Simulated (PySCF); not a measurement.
# Ca: excitation energy

Ca [Ar] 4s2 (1S) → Ca [Ar] 4s1 4p1, s spin flipped, as a difference of total energies. All numbers are calculated (PySCF 2.14, the spin-free X2C one-electron Hamiltonian (Gaussian nucleus), in dyall-av3z). Correlated levels: valence: [Ar] frozen; virtual orbitals above 40 to 60 times the deepest correlated orbital energy dropped. The calculations carry no spin-orbit coupling.

| method | excitation energy (eV) |
| --- | --- |
| UHF | 2.089 |
| LDA | 2.340 |
| PBE | 2.155 |
| PBE0 | 2.185 |
| r2SCAN | 1.948 |
| MN15 | 2.434 |
| TPSS | 2.079 |
| r2SCAN0 | 2.037 |
| MP2 (valence) | 2.269 |
| SCS-MP2 (valence) | 2.305 |

Problem. How much does correlation contribute at MP2 (valence)?

Solution. 2.269 − (2.089) = 0.180 eV, measured against UHF.

The upper determinant mixes two multiplicities, so it lies between the two terms.
